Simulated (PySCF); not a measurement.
Molecule: SMILES O=C1CCCCC1, C6H10O.

Molfile (atoms numbered from 1):
```
C6H10O
     RDKit          3D

 17 17  0  0  0  0  0  0  0  0999 V2000
    2.5750    0.4855   -0.1196 O   0  0  0  0  0  0  0  0  0  0  0  0
    1.4062    0.3041    0.1226 C   0  0  0  0  0  0  0  0  0  0  0  0
    0.3999    1.4351    0.1786 C   0  0  0  0  0  0  0  0  0  0  0  0
   -0.8685    1.1216   -0.6185 C   0  0  0  0  0  0  0  0  0  0  0  0
   -1.4604   -0.2263   -0.2230 C   0  0  0  0  0  0  0  0  0  0  0  0
   -0.4389   -1.3449   -0.3929 C   0  0  0  0  0  0  0  0  0  0  0  0
    0.8365   -1.0704    0.4075 C   0  0  0  0  0  0  0  0  0  0  0  0
    0.1328    1.5744    1.2426 H   0  0  0  0  0  0  0  0  0  0  0  0
    0.8960    2.3548   -0.1619 H   0  0  0  0  0  0  0  0  0  0  0  0
   -1.6054    1.9283   -0.4803 H   0  0  0  0  0  0  0  0  0  0  0  0
   -0.6232    1.1078   -1.6950 H   0  0  0  0  0  0  0  0  0  0  0  0
   -2.3592   -0.4377   -0.8240 H   0  0  0  0  0  0  0  0  0  0  0  0
   -1.7930   -0.1877    0.8304 H   0  0  0  0  0  0  0  0  0  0  0  0
   -0.8667   -2.3143   -0.0924 H   0  0  0  0  0  0  0  0  0  0  0  0
   -0.1797   -1.4393   -1.4620 H   0  0  0  0  0  0  0  0  0  0  0  0
    1.6222   -1.8153    0.2183 H   0  0  0  0  0  0  0  0  0  0  0  0
    0.5996   -1.1023    1.4872 H   0  0  0  0  0  0  0  0  0  0  0  0
  1  2  2  0
  2  3  1  0
  3  4  1  0
  4  5  1  0
  5  6  1  0
  6  7  1  0
  7  2  1  0
  3  8  1  0
  3  9  1  0
  4 10  1  0
  4 11  1  0
  5 12  1  0
  5 13  1  0
  6 14  1  0
  6 15  1  0
  7 16  1  0
  7 17  1  0
M  END
```

Geometry PBE0-D3(BJ)/def2-SVP throughout; GIAO in PySCF 2.14, gas phase, one conformer, non-relativistic; equivalent atoms averaged; functional PBE0.

(1) How do the shifts δ (against H2O, TMS at the same level) depend on the basis set? (ppm; last column core-seconds on shared hosts with different chips, so compare them loosely)

(2) Which nucleus moves most, in ppm?

(3) Taking the largest basis, def2-TZVP (277 functions), as the yardstick, rank the others by their worst heavy-atom deviation.

Results:

(1) 
| basis set | functions | O1 | C2 | C3/C7 | C4/C6 | C5 | H8/H9/H16/H17 | H12/H13 | H10/H11/H14/H15 | core-s |
| --- | --- | --- | --- | --- | --- | --- | --- | --- | --- | --- |
| STO-3G | 45 | 621.0 | 136.6 | 33.5 | 28.2 | 26.2 | 1.96 | 1.15 | 1.13 | 3.9 |
| pcSseg-0 | 83 | 773.9 | 224.5 | 44.6 | 28.1 | 26.0 | 2.21 | 1.63 | 1.83 | 7.6 |
| 6-31G | 83 | 654.4 | 203.8 | 41.9 | 27.9 | 25.8 | 2.37 | 1.76 | 1.93 | 8.4 |
| 6-31G* | 118 | 609.3 | 196.7 | 39.9 | 27.1 | 25.1 | 2.16 | 1.70 | 1.82 | 12 |
| cc-pVDZ | 148 | 640.6 | 203.6 | 42.6 | 29.5 | 27.8 | 2.04 | 1.53 | 1.66 | 17 |
| def2-SVP | 148 | 645.9 | 203.8 | 40.1 | 26.8 | 25.1 | 1.94 | 1.46 | 1.58 | 16 |
| pcSseg-1 | 169 | 684.2 | 211.5 | 44.0 | 29.5 | 27.6 | 2.12 | 1.55 | 1.71 | 15 |
| 6-311+G(2d,p) | 249 | 638.0 | 211.6 | 43.7 | 29.6 | 27.7 | 2.21 | 1.65 | 1.76 | 37 |
| aug-cc-pVDZ | 251 | 608.4 | 206.5 | 42.7 | 29.8 | 27.8 | 2.30 | 1.75 | 1.86 | 36 |
| def2-TZVP | 277 | 651.3 | 212.9 | 44.5 | 30.4 | 28.6 | 2.20 | 1.68 | 1.78 | 45 |

(2) O1 (ketone oxygen): from 608.4 ppm with aug-cc-pVDZ to 773.9 ppm with pcSseg-0. The smallest spread is 0.43 ppm, at H8/H9/H16/H17. Proton shifts span only some 12 ppm, so a few tenths of a ppm matter as much there as several ppm in carbon.

(3) def2-SVP 9.1 ppm (148 functions), 6-31G 9.1 ppm (83 functions), cc-pVDZ 10.7 ppm (148 functions), 6-311+G(2d,p) 13.3 ppm (249 functions), pcSseg-1 32.9 ppm (169 functions), 6-31G* 42.0 ppm (118 functions), aug-cc-pVDZ 42.9 ppm (251 functions), STO-3G 76.3 ppm (45 functions), pcSseg-0 122.6 ppm (83 functions).

A small basis that lands close on one nucleus may do so by chance; judge by the trend and by all nuclei.
